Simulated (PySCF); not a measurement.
Species: C9H5N.
Atom-mapped SMILES: `[CH:1]#[C:2][C@@:3]12[C:4]([C:5]#[N:6])=[CH:7][C@H:8]3[C@@H:9]1[C@@H:10]23` (hydrogens: H11 on C1; H12 on C7; H13 on C8; H14 on C9; H15 on C10)

Vertical excitations from PySCF (density fitting, frozen core in the response, grid level 2 and gas phase unless stated; continuum runs use non-equilibrium linear response for the excitations) on a GFN2-xTB geometry. Reference run:

```csv
settings,"S1, eV (f)","S2, eV (f)","S3, eV (f)","S4, eV (f)","S5, eV (f)","S6, eV (f)","T1, eV (Tamm–Dancoff)",mean α (au)
"PBE0/def2-SVPD, full TDDFT, 6 singlets",4.87 (0.090),5.37 (0.000),5.46 (0.067),5.97 (0.000),6.28 (0.000),6.40 (0.000),2.95,96.9
```

Task: What do these settings give: (1) BLYP/MINI, TDA, 3 singlets; (2) mPW1PW91/def2-SVP, IEF-PCM acetonitrile, TDA, 6 singlets?

Result: 
| settings | S1, eV (f) | S2, eV (f) | S3, eV (f) | S4, eV (f) | S5, eV (f) | S6, eV (f) | T1, eV (Tamm–Dancoff) | mean α (au) |
| --- | --- | --- | --- | --- | --- | --- | --- | --- |
| BLYP/MINI, TDA, 3 singlets | 4.61 (0.007) | 4.85 (0.000) | 5.33 (0.003) | – | – | – | 3.20 | 60.9 |
| mPW1PW91/def2-SVP, IEF-PCM acetonitrile, TDA, 6 singlets | 5.06 (0.111) | 5.32 (0.000) | 5.56 (0.138) | 6.03 (0.000) | 6.18 (0.000) | 6.44 (0.000) | – | 113.2 |

(1) S1 moves by -0.26 eV; functional, basis and response scheme change together, so the shift can't be laid on one. (2) S1 moves by +0.19 eV; functional, basis, environment and response scheme change together, so the shift can't be laid on one. States are counted by energy in each run and needn't keep their character from row to row.

Task: Which orbital pairs make up S1 in each run, and how does it sit against the orbital gap?

Result: 
```csv
settings,S1 configurations (weight),S1 (eV),orbital gap (eV),S1 − gap (eV)
"PBE0/def2-SVPD, full TDDFT, 6 singlets",H→L 0.93,4.87,5.57,-0.70
"BLYP/MINI, TDA, 3 singlets","H−1→L 0.85, H→L 0.13",4.61,3.97,+0.64
"mPW1PW91/def2-SVP, IEF-PCM acetonitrile, TDA, 6 singlets","H→L 0.83, H−1→L 0.10",5.06,5.59,-0.53
```

The species at its GFN2-xTB geometry.
